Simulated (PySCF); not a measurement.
## Partial charges of `CCC(=O)CC#N`

C₅H₇NO.
Cartesian coordinates in Å at the GFN2-xTB level; atoms count from 1:
```
atom  x, y, z in Å
C1    -1.9728   -0.0447    0.7347
C2    -0.5753    0.4145    0.3407
C3     0.1214   -0.5758   -0.5561
O4    -0.3417   -1.6240   -0.9086
C5     1.5177   -0.1312   -1.0178
C6     2.3593    0.2102    0.0964
N7     3.0208    0.4733    0.9906
H8    -1.9241   -1.0098    1.2320
H9    -2.4324    0.6742    1.4075
H10   -2.5994   -0.1512   -0.1473
H11    0.0493    0.5538    1.2284
H12   -0.6175    1.3790   -0.1728
H13    1.4131    0.7469   -1.6614
H14    1.9811   -0.9406   -1.5885
```

Density: PBE0/pcSseg-1 (PySCF); schemes: Mulliken, IAO, Hirshfeld and ESP-fitted. Isolated species at its GFN2-xTB geometry (one conformer only).

Give the atomic charges in each scheme.

In e; atoms taken as equivalent share a row and are averaged (×n: the atom named and its like, n in all):

```tsv
atom	environment	Mulliken	IAO	Hirshfeld	ESP-fitted
C1	methyl carbon	-0.244	-0.417	-0.117	-0.328
C2	sp3 carbon next to a carbonyl	-0.312	-0.316	-0.072	-0.012
C3	ketone carbonyl carbon	+0.191	+0.404	+0.187	+0.674
O4	ketone oxygen	-0.326	-0.382	-0.205	-0.484
C5	sp3 carbon next to a carbonyl	-0.179	-0.358	-0.050	-0.637
C6	nitrile carbon	+0.034	+0.137	+0.087	+0.460
N7	nitrile nitrogen	-0.239	-0.240	-0.220	-0.483
H8/H9/H10	methyl hydrogen	+0.124	+0.151	+0.044	+0.094
H11/H12	methylene hydrogen	+0.164	+0.163	+0.053	+0.043
H13/H14	methylene hydrogen	+0.189	+0.197	+0.076	+0.220
```

Mean size of the charges over all atoms: ESP-fitted 0.278 e, IAO 0.245 e, Mulliken 0.186 e, Hirshfeld 0.095 e. Each set sums to the total charge, 0, to within 0.001 e. The IAO scheme projects the occupied orbitals on a minimal set of polarised atomic orbitals and counts the electrons in each atom's part of it.

Some averages cover members that differ in this geometry: H11/H12, Mulliken +0.147 to +0.181; H13/H14, ESP-fitted +0.206 to +0.233 e.

Lowest charge. The schemes don't all agree: Mulliken O4 (-0.326); IAO C1 (-0.417); Hirshfeld N7 (-0.220); ESP-fitted C5 (-0.637).

Highest charge. All schemes agree: Mulliken C3 (+0.191); IAO C3 (+0.404); Hirshfeld C3 (+0.187); ESP-fitted C3 (+0.674).

Sum the charges by element, for elements with more than one atom.

```json
{"element": "C", "atoms": "5", "Mulliken": "-0.511", "IAO": "-0.550", "Hirshfeld": "+0.035", "ESP-fitted": "+0.157"}
{"element": "H", "atoms": "7", "Mulliken": "+1.077", "IAO": "+1.172", "Hirshfeld": "+0.391", "ESP-fitted": "+0.810"}
```

How many electrons does the Hirshfeld scheme count on C2?

Z − q = 6 − (-0.072) = 6.072.

How closely do the schemes follow one another over all atoms?

Correlation coefficient and root-mean-square difference: Mulliken with IAO 0.96, 0.094 e; IAO with Hirshfeld 0.90, 0.172 e; Mulliken with Hirshfeld 0.89, 0.113 e; Hirshfeld with ESP-fitted 0.88, 0.262 e; IAO with ESP-fitted 0.87, 0.182 e; Mulliken with ESP-fitted 0.75, 0.245 e.

The run behind these numbers computed NMR shieldings as well. Time: 30 s; peak memory 0.72 GiB. Hardware: one thread of an Intel Xeon Platinum 8259CL at 2.50 GHz, on a shared host.
